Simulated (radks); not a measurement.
Ba43+, 13 electrons, occupied as [Ne] 3s2 3p1 (the NIST ground configuration). All-electron calculation, scalar-relativistic Kohn-Sham, LDA (Slater exchange, VWN5 correlation), spin-polarised, spherical densities, finite nucleus; open shells are filled with parallel spins first (spin-orbit coupling, left out, can overturn this in heavy ions); Fermi nuclear charge, rms radius 4.8378 fm. Program: a radial shooting solver on a logarithmic mesh with Libxc functionals.

Unscreened Slater integrals over Kohn-Sham orbitals (eV). They are taken over the spin-up orbitals.

| integral | value |
|---|---|
| F0(3p,3p) | 96.882 |
| F2(3p,3p) | 48.585 |
| F0(3p,3s) | 95.073 |
| G1(3p,3s) | 61.236 |
| F0(3p,2p) | 127.96 |
| F2(3p,2p) | 33.186 |
| G0(3p,2p) | 13.241 |
| G2(3p,2p) | 14.672 |
| F0(3p,2s) | 124.06 |
| G1(3p,2s) | 10.525 |
| F0(3s,3s) | 93.633 |
| F0(3s,2p) | 122.53 |
| G1(3s,2p) | 12.892 |
| F0(3s,2s) | 119.88 |
| G0(3s,2s) | 10.308 |
| F0(2p,2p) | 262.27 |
| F2(2p,2p) | 124.64 |
| F0(2p,2s) | 240.87 |
| G1(2p,2s) | 136.72 |
| F0(2s,2s) | 227.40 |

Derived for the open shells (J is the average intra-shell exchange parameter used in DFT+U). 3p: J = F2/5 = 9.717 eV.
